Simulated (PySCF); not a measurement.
# Correlation energy of Mo⁴⁰⁺ (molybdenum, charge +40)

Starting occupation: 1s2. All numbers are calculated (PySCF 2.14, X2C-1e with screened-nucleus spin-orbit coupling, Gaussian nucleus, in an even-tempered Gaussian basis (16 s from 8.1 bohr⁻², ratio 2.6; 12 p from 11 bohr⁻², ratio 2.6; 6 d from 11 bohr⁻², ratio 2.8; 3 f from 470 bohr⁻², ratio 2.8)). Frozen: nothing; 2 electrons correlated; the 36 highest virtual spinors left out.

Total MP2 correlation energy: -52.28 mhartree.

With two correlated electrons CCSD is exact within the correlated space (frozen core and kept virtual orbitals).

The virtual space was cut to 52 spinors, which keep -49.47 of the -52.28 mhartree of MP2 correlation.

| level | correlation energy (mhartree) |
| --- | --- |
| CCSD | -49.87 |

Diagnostics: T1 = 2.3e-06, largest double amplitude 0.002.

Cost of the coupled-cluster step: about 6 core-seconds, for 2 occupied and 52 virtual spinors.

Iterations:

```
Init t2, MP2 energy = -0.0494654656163898
CCSD nocc = 2, nmo = 54
Init t2, MP2 energy = -0.0494654656163898
Init E_corr(GCCSD) = -0.0494654656163898
cycle = 1  E_corr(GCCSD) = -0.0498645798373358  dE = -0.000399114221  norm(t1,t2) = 4.24114e-05
cycle = 2  E_corr(GCCSD) = -0.0498690618729916  dE = -4.48203566e-06  norm(t1,t2) = 5.64572e-07
cycle = 3  E_corr(GCCSD) = -0.0498691197225146  dE = -5.7849523e-08  norm(t1,t2) = 8.67811e-09
cycle = 4  E_corr(GCCSD) = -0.049869119663266  dE = 5.92486615e-11  norm(t1,t2) = 3.71144e-11
GCCSD converged
E(GCCSD) = -1779.903693184637  E_corr = -0.04986911966326598
```

The coupled-cluster values are those of the cut space; adding the MP2 remainder, -2.81 mhartree, estimates the full space.

At this charge the one-electron X2C treatment keeps the bare 1/r₁₂, with no two-electron picture change or Breit term. That inflates the 1s pair energies well beyond their four-component values.
